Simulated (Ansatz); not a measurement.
C3H5BCl2 (SMILES C=CCB(Cl)Cl), singlet, at a GFN2-xTB geometry, atoms displaced at random by about 0.03 Å a coordinate; HF/STO-3G, gradient (Ansatz, a first-principles code).

Ansatz was given this input:
Ansatz 0.2 input:
```yaml
crystal:
  periodic: [false, false, false]
  atoms:
    - {symbol: B, position_ang: [-0.03095231, -0.17517929, 0.50354728]}
    - {symbol: C, position_ang: [-0.00546964, -0.89631990, -0.92972407]}
    - {symbol: C, position_ang: [-0.30075358, -0.06572937, -2.07792039]}
    - {symbol: C, position_ang: [0.53070816, 0.22677895, -3.01686561]}
    - {symbol: H, position_ang: [-0.69812024, -1.79027505, -0.83985472]}
    - {symbol: H, position_ang: [0.96813672, -1.38619941, -1.04008244]}
    - {symbol: H, position_ang: [-1.31998385, 0.29542078, -2.08476251]}
    - {symbol: H, position_ang: [1.53126563, -0.23030064, -3.05306095]}
    - {symbol: H, position_ang: [0.28319501, 0.87297791, -3.80891347]}
    - {symbol: Cl, position_ang: [-0.70965791, 1.37878823, 0.70129287]}
    - {symbol: Cl, position_ang: [0.63449949, -0.96985059, 1.89142404]}
basis:
  gaussian:
    orbitals: STO-3G
hamiltonian:
  xc: hf
output: {forces: true}
```

It wrote (shortened):

```
Functional definition: HF
540 factors; integrals over basis functions are off by at most 7.7e-5 eV
mean field evaluation 1: about -28533.5197 eV, gradient 2.6e1 eV
mean field evaluation 2: about -28533.7063 eV, gradient 2.6e1 eV
mean field evaluation 4: about -28536.5595 eV, gradient 1.8e0 eV
mean field evaluation 8: about -28536.5739 eV, gradient 2.5e-2 eV
mean field -28536.57394797 eV, -1048.6997498033 hartree, gradient 4.5e-5 eV, S^2 0.000000; 0 other end points of the search recorded, 0 dependent functions left out
the calculation of the forces begins
reference -28536.57394797 eV, -1048.6997498033 hartree; 31, 31 occupied and 12, 12 virtual orbitals, 540 factors
Total energy: -28536.57394797 eV, -1048.6997498033 hartree
Atom 0 at    -0.030952    -0.175179     0.503547 Å, force     0.307141    -1.528876    -2.132225 eV/Å
Atom 1 at    -0.005470    -0.896320    -0.929724 Å, force     0.555815    -3.889562     3.325221 eV/Å
Atom 2 at    -0.300754    -0.065729    -2.077920 Å, force    -2.161554     1.097947    -0.793889 eV/Å
Atom 3 at     0.530708     0.226779    -3.016866 Å, force     2.171194    -0.993566    -0.418500 eV/Å
Atom 4 at    -0.698120    -1.790275    -0.839855 Å, force     0.630906     1.566085    -0.234090 eV/Å
Atom 5 at     0.968137    -1.386199    -1.040082 Å, force    -0.095386     0.389065     0.067361 eV/Å
Atom 6 at    -1.319984     0.295421    -2.084763 Å, force    -0.000540     0.487831    -0.229710 eV/Å
Atom 7 at     1.531266    -0.230301    -3.053061 Å, force    -0.659955     0.643884     0.109866 eV/Å
Atom 8 at     0.283195     0.872978    -3.808913 Å, force    -0.356092     0.813964    -1.216570 eV/Å
Atom 9 at    -0.709658     1.378788     0.701293 Å, force    -1.048666     2.321710     0.266094 eV/Å
Atom 10 at     0.634499    -0.969851     1.891424 Å, force     0.657134    -0.908482     1.256441 eV/Å
Dipole moment:    -0.020067    -0.183979    -0.328500 e Å
```
